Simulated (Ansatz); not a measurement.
Calculated with Ansatz (gas phase, PBE0-D4/def2-TZVP geometries, no zero-point term in ΔE). CBS: MP2 limit from def2 TZ/QZ plus the TZ coupled-cluster correction, frozen cores. Functionals use def2-TZVPP. B3LYP here is the variant with VWN-RPA as its local correlation; programs differ in this. One conformer a species, not always the lowest.

Reaction (redistribution): `[SiH3][SiH2]N[SiH2][SiH3]` + `B[SiH2][SiH3]` → `[SiH3][SiH2][SiH2][SiH3]` + `BN[SiH2][SiH3]`

| level | ΔE (kJ/mol) |
| --- | --- |
| r2SCAN-D4 | -123.5 |
| B97M-V | -120.1 |
| B3LYP-D4 | -121.6 |
| r2SCAN0-D4 | -122.8 |
| B3LYP | -123.6 |
| r2SCAN0 | -123.1 |
| BHLYP | -118.6 |
| SCS-MP2/def2-QZVPP | -116.5 |

What does CCSD(T)/CBS give? (Estimate.)

Computed: -119.3 kJ/mol. The listed levels differ from it by -4.2, -0.8, -2.3, -3.5, -4.3, -3.8, 0.7, 2.8 kJ/mol.

Largest T1 diagnostic among the species: 0.014.

From BLYP to BHLYP (50 % exact exchange), in def2-TZVPP and without D4, ΔE moves by +7.3 kJ/mol. Leaving LDA and LC-ωPBE aside and taking each functional with its dispersion term where it has one, the values, not all of them listed here, spread over 13.0 kJ/mol, from PBE-D4 to BHLYP-D4. LDA lies −3.6 kJ/mol from PBE without D4. In def2-TZVPP, CCSD(T) changes the Hartree–Fock value by −11.1 kJ/mol (the triples alone add −2.7 kJ/mol) and MP2 by −11.5 kJ/mol.

CCSD(T)/CBS has its own doubt, a few kJ/mol and more with outer-core shells, so smaller differences from it don't rank the levels.
